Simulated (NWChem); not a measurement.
# Basis-set dependence for BO

```
B
O 1 1.2034
```
Charge 0, spin multiplicity 2.

The numbers come from NWChem runs, not from measurements. Structure: optimised with UB3LYP/def2-SVP, a minimum by its harmonic frequencies.

Hartree-Fock energies in Ha, correlation energies in mHa.

The correlated methods keep 2 core orbitals frozen. The structure started from a generated list of species. The unpaired electrons of the parent sit in orbitals of symmetry a1 (C2v labels of the run); other states weren't searched. No SCF solution was tested for a lower state. Open-shell Hartree-Fock references start from PBE0 orbitals. Coupled-cluster values serve here as a point of comparison, not as the truth.

| basis | functions | UHF | UMP2 | SCS-UMP2 | CCSD on ROHF | CCSD[T] on ROHF | CCSD(T) on ROHF | CCSD on UHF | CCSD[T] on UHF | CCSD(T) on UHF | CCSDT on ROHF |
|---|---|---|---|---|---|---|---|---|---|---|---|
| 3-21G | 18 | -98.96073 | -170.7 | -162.3 | -178.1 | -189.1 | -186.3 | -172.8 | -182.5 | -180.2 | -186.6 |
| def2-SVP | 28 | -99.44163 | -239.5 | -228.4 | -248.1 | -259.6 | -257.4 | -244.4 | -255.2 | -253.3 | -258.0 |
| def2-TZVP | 62 | -99.56068 | -296.4 | -286.0 | -301.1 | -317.7 | -315.9 | -297.8 | -313.6 | -312.0 | not run |
| def2-QZVP | 114 | -99.56562 | -319.5 | -310.7 | not run | not run | not run | not run | not run | not run | not run |

From def2-TZVP to def2-QZVP the Hartree-Fock energy moves by -4.9 mHa and the UMP2 correlation energy by -23.1 mHa, which is 7 % of its value in the larger set.
